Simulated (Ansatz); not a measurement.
CH4BFS, relaxed with RKS PBE-D4/def2-SVP in the Gaussian-basis code of Ansatz from a rough embedded geometry. The force threshold is 0.03 eV/Å; the program also tests the step.

Total charge 0; spin multiplicity 1. The bonds changed during the relaxation, so this is another structure than the one it started from.

Start:

```xyz
8

B     0.809    0.150   -0.922
C    -0.037    0.137    0.349
F    -0.594    1.361    0.494
S    -1.328   -1.044    0.260
H     2.004   -0.120   -0.909
H     0.343    0.359   -2.033
H     0.613   -0.059    1.232
H    -1.812   -0.785    1.528
```

| step | energy (eV) | largest force (eV/Å) | largest move (Å) |
| --- | --- | --- | --- |
| 1 | -15312.4595 | 2.031 | 0.000 |
| 2 | -15312.7082 | 0.887 | 0.166 |
| 3 | -15312.7884 | 0.683 | 0.195 |
| 4 | -15312.8512 | 0.594 | 0.200 |
| 5 | -15312.9338 | 0.524 | 0.196 |
| 6 | -15313.0523 | 0.596 | 0.197 |
| 7 | -15313.2066 | 0.585 | 0.195 |
| 8 | -15313.3237 | 0.424 | 0.195 |
| 9 | -15313.3665 | 0.446 | 0.195 |
| 10 (rejected) | -15313.2430 | 1.788 | 0.130 |
| 11 | -15313.3782 | 0.132 | 0.039 |
| 12 (rejected) | -15313.3510 | 0.337 | 0.100 |
| 13 | -15313.3798 | 0.021 | 0.019 |

End:

```xyz
8

B     0.546   -0.101   -0.778
C     0.021    0.671    0.466
F    -0.554    1.889    0.367
S    -1.250   -0.741    0.002
H     1.407   -0.946   -0.637
H     0.282    0.372   -1.865
H     0.348    0.484    1.508
H    -0.801   -1.627    0.937
```

Run time 21 s (2 threads of an Arm Neoverse V1 on a shared host); peak host memory 0.14 GiB.
